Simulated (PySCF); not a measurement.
O4W (SMILES [O]=[W-2](=[O])(=[O])=[O]), charge -2, singlet, geometry from GFN2-xTB (such geometries of metal compounds can be far from the true shape) (core potentials on W) (in this run its highest filled SCF level lies above zero, so its values depend strongly on the basis, on diffuse functions most of all). Base run: PySCF with DF-R2SCAN/def2-SV(P).

The PySCF input:
```python
from pyscf import gto, scf, dft

mol = gto.Mole()
mol.atom = '''
    W     0.00000000   -0.00000000   -0.00000000
    O     1.22151270    0.75059407   -1.05310996
    O     0.81207991   -0.92511978    1.28421374
    O    -1.02182507   -1.09275821   -0.96243355
    O    -1.01176754    1.26728392    0.73132977
'''
mol.basis = 'def2-sv(p)'
mol.ecp = {'W': 'def2-sv(p)'}
mol.charge = -2
mol.verbose = 4
mol.build()

mf = dft.RKS(mol)
mf.xc = 'r2scan'
mf = mf.density_fit(auxbasis='def2-universal-jkfit')
mf.kernel()
mf.analyze()
```

Variants of this job, named by their change:

```tsv
change	basis functions	E (Eh)	HOMO (eV)	HOMO-LUMO gap (eV)	core-seconds (rough)
base	81	-367.75990	4.37	5.31	10
basis = LANL2DZ	58	-368.78053	4.03	4.61	7
basis = def2-SVP	88	-367.80097	4.37	5.23	10
basis = def2-SVPD	127	-367.85755	3.42	4.46	20
basis = def2-TZVP	164	-368.21204	3.98	5.35	20
basis = def2-TZVPP	180	-368.21886	3.98	5.36	30
basis = def2-TZVPD	203	-368.22699	3.49	3.77	30
```

Totals compare only among sets that treat the same electrons; sets with core potentials leave the core out.
